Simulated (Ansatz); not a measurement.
Computed with Ansatz on PBE0-D4/def2-TZVP structures; ΔE is electronic, products minus reactants. CBS: MP2 limit from def2 TZ/QZ plus the TZ coupled-cluster correction, frozen cores. This one scheme is used for every species. Functionals use def2-TZVPP. B3LYP here is the variant with VWN-RPA as its local correlation; programs differ in this. One conformer a species, not always the lowest.

Reaction (ligand exchange at the Si–N bond): `O[SiH](F)N[SiH3]` + `NN[SiH3]` → `NN([SiH3])[SiH3]` + `N[SiH](O)F`

```json
{"level": "PBE-D4", "ΔE (kJ/mol)": "-2.4", "difference from CCSD(T)/CBS": "0.4"}
{"level": "r2SCAN-D4", "ΔE (kJ/mol)": "-1.6", "difference from CCSD(T)/CBS": "1.2"}
{"level": "PBE0-D4", "ΔE (kJ/mol)": "-0.5", "difference from CCSD(T)/CBS": "2.3"}
{"level": "B3LYP-D4", "ΔE (kJ/mol)": "-1.8", "difference from CCSD(T)/CBS": "1.0"}
{"level": "ωB97X-V", "ΔE (kJ/mol)": "-0.2", "difference from CCSD(T)/CBS": "2.6"}
{"level": "ωB97M-V", "ΔE (kJ/mol)": "-1.0", "difference from CCSD(T)/CBS": "1.8"}
{"level": "B2PLYP", "ΔE (kJ/mol)": "-1.2", "difference from CCSD(T)/CBS": "1.6"}
{"level": "PBE", "ΔE (kJ/mol)": "-0.6", "difference from CCSD(T)/CBS": "2.2"}
{"level": "r2SCAN", "ΔE (kJ/mol)": "-1.2", "difference from CCSD(T)/CBS": "1.6"}
{"level": "PBE0", "ΔE (kJ/mol)": "1.0", "difference from CCSD(T)/CBS": "3.8"}
{"level": "B3LYP", "ΔE (kJ/mol)": "1.2", "difference from CCSD(T)/CBS": "4.0"}
{"level": "HF/def2-TZVPP", "ΔE (kJ/mol)": "4.8", "difference from CCSD(T)/CBS": "7.6"}
{"level": "MP2/def2-TZVPP", "ΔE (kJ/mol)": "-4.7", "difference from CCSD(T)/CBS": "-1.9"}
{"level": "SCS-MP2/def2-TZVPP", "ΔE (kJ/mol)": "-3.5", "difference from CCSD(T)/CBS": "-0.7"}
{"level": "CCSD/def2-TZVPP", "ΔE (kJ/mol)": "-2.1", "difference from CCSD(T)/CBS": "0.7"}
{"level": "CCSD(T)/def2-TZVPP", "ΔE (kJ/mol)": "-3.7", "difference from CCSD(T)/CBS": "-0.9"}
{"level": "HF/def2-QZVPP", "ΔE (kJ/mol)": "4.7", "difference from CCSD(T)/CBS": "7.5"}
{"level": "MP2/def2-QZVPP", "ΔE (kJ/mol)": "-4.2", "difference from CCSD(T)/CBS": "-1.4"}
{"level": "SCS-MP2/def2-QZVPP", "ΔE (kJ/mol)": "-3.0", "difference from CCSD(T)/CBS": "-0.2"}
{"level": "HF/CBS(def2)", "ΔE (kJ/mol)": "4.7", "difference from CCSD(T)/CBS": "7.5"}
{"level": "MP2/CBS(def2)", "ΔE (kJ/mol)": "-3.8", "difference from CCSD(T)/CBS": "-1.0"}
{"level": "CCSD/CBS(def2)", "ΔE (kJ/mol)": "-1.2", "difference from CCSD(T)/CBS": "1.6"}
{"level": "CCSD(T)/CBS", "ΔE (kJ/mol)": "-2.8", "difference from CCSD(T)/CBS": "0"}
```

Largest T1 diagnostic among the species: 0.011.

In def2-TZVPP, CCSD(T) changes the Hartree–Fock value by −8.5 kJ/mol (the triples alone add −1.7 kJ/mol) and MP2 by −9.5 kJ/mol.
